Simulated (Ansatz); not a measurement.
**Forces on a displaced structure**

NaAsH$_{2}$ (SMILES [Na][AsH2]), closed shell, displaced at random from a GFN2-xTB minimum.

Na1  (-2.038, 0.125, 0.445)
As2  (0.479, -0.677, -0.400)
H3  (0.790, 0.760, -0.957)
H4  (0.999, -0.171, 0.887)
(Å)

Program: Ansatz 0.2.0. Basis: def2-TZVPP. Cores are frozen in the correlated methods. Filled d shells of the heavier atoms are correlated. The outer core shell of Li, Na, Mg and K is correlated. The def2 sets are not built for correlating such inner shells, so the correlated values are less sure here.

CCSD(T) forces from the calculation:
```
atom      Fx      Fy  Fz (eV/Å)
 Na1   0.168  -0.012     -0.071
 As2  -0.188   0.562     -0.933
  H3  -0.286  -0.646      0.025
  H4   0.306   0.096      0.979
```

Root-mean-square difference of the force components from those of CCSD(T): PBE0-D4 0.041; wB97M-V 0.033; r2SCAN-D4 0.029; PBE-D4 0.173; wB97X-V 0.039; BLYP-D4 0.189 eV/Å.

No T1 diagnostic of these runs exceeds 0.011.

For scale, one of the runs: CCSD(T)/def2-TZVPP forces, 108 basis functions (an equivalent command: `ansatz run in.yaml --threads 4`). The run took 23 s on 4 CPU threads (shared host), with 0.67 GiB of host memory at its peak.
